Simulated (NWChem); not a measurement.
# GeSiH$_{6}$O$_{2}$; SMILES O[SiH2][O][GeH3]

```xyz
10

O      1.0439     2.3126     0.0390
Si    -0.4917     1.7058    -0.1481
O     -0.6253     0.1570     0.4117
Ge     0.1105    -1.4041    -0.0329
H      1.3354     2.4774     0.9406
H     -1.4838     2.5074     0.6230
H     -0.7393     1.7654    -1.6138
H     -0.9259    -2.4777     0.3269
H      1.4003    -1.5804     0.7866
H      0.4139    -1.4000    -1.5432
```
Atoms are numbered in this order, from 1.

Computed with NWChem. Medium grid unless said otherwise, to which SCAN and Minnesota functionals are sensitive. Coordinates come from a PBE0/def2-SVP optimisation.

For level MPW1K/def2-SVP:

| Property | Value |
|---|---|
| highest occupied level (eV) | -9.55 |
| orbital gap (eV) | 10.55 |

Estimate the same quantities for level M06/def2-SVP.


| Item | Value |
|---|---|
| highest occupied level (eV) | -8.42 |
| orbital gap (eV) | 8.87 |
